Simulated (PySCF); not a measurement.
## Ar²⁺: ionisation energy

Ar²⁺ [Ne] 3s2 3p4 (3P) → Ar³⁺ [Ne] 3s2 3p3 (4S), as a difference of total energies. All numbers are calculated (PySCF 2.14, the non-relativistic Hamiltonian (point nucleus), in aug-cc-pV(5+d)Z (8s7p6d4f3g2h, 136 functions)). Correlated levels: valence: [Ne] frozen. The calculations carry no spin-orbit coupling.

Q: Order these methods by the ionisation energy they give, lowest first.
A. MP2 (valence)
B. r2SCAN
C. PBEsol
D. LDA

A: A (40.393 eV), C (40.624 eV), B (40.697 eV), D (40.849 eV).

A first-order spin-orbit estimate (lowest level to lowest level, LS coupling) adds 0.062 eV.

For comparison: 40.735 ± 0.012 eV (semi-empirical (NIST evaluation); NIST Atomic Spectra Database, ionization energies).
